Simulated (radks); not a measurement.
Coherent X-ray form factor from a spherical all-electron density. Method: scalar-relativistic Kohn-Sham, r2SCAN, spin-unpolarised, spherical densities, finite nucleus; meta-GGA in the generalised Kohn-Sham scheme; Fermi nuclear charge, rms radius of each element as measured or else 0.836 A^(1/3) + 0.57 fm; computed with a radial shooting solver on a logarithmic mesh with Libxc functionals.

sin(theta)/lambda (1/angstrom)  f0 (electrons)
0.05                                    77.940
0.1                                     75.135
0.15                                    71.355
0.2                                     67.251
0.25                                    63.195
0.3                                     59.361
0.4                                     52.569
0.5                                     46.912
0.6                                     42.171
0.8                                     34.528
1                                       28.486
1.25                                    22.767
1.5                                     18.898
2                                       14.702

The species is in the configuration that NIST lists as its ground one. Which atom or ion scatters so?

Answer. Neutral gold, [Xe] 4f14 5d10 6s1. Extrapolating in s^2 from the first two rows gives f0(0) = 78.9, near the electron count 79; among species with that count, the fall with angle is slower the higher Z, and the table is that of Z = 79; from so few rows the species is fixed only to a neighbour or two.
